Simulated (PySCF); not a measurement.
TaCl4, SMILES [Ta+]([Cl])([Cl])([Cl])[Cl], charge +1, multiplicity 1. Atoms are numbered in the order given.

```xyz
5

Ta     0.0000     0.0000     0.0000
Cl     1.2905     1.2905    -1.2905
Cl    -1.2905     1.2905     1.2905
Cl    -1.2905    -1.2905    -1.2905
Cl     1.2905    -1.2905     1.2905
```
Charge +1, spin multiplicity 1.

Geometry: PBE-D3(BJ)/def2-SVP. The spin state was assumed, not searched. The isomer is the one that the SMILES or the coordinates give; other isomers of the formula were not compared. The def2 effective core potentials stand for the cores of Ta; spin–orbit coupling is left out.

These are PBE/def2-TZVP (PySCF) values and carry that method's errors.

Computed frontier levels, gap, dipole moment and polarisability:
* **highest occupied level**: -13.70 eV
* **lowest empty level**: -9.44 eV
* **orbital gap**: 4.26 eV
* **dipole moment about the centre of nuclear charge**: 0.000 e·Å
* **mean static polarisability**: 88.9 bohr³ (13.17 Å³)
* **polarisability, principal values**: 88.9, 88.9, 88.9 bohr³
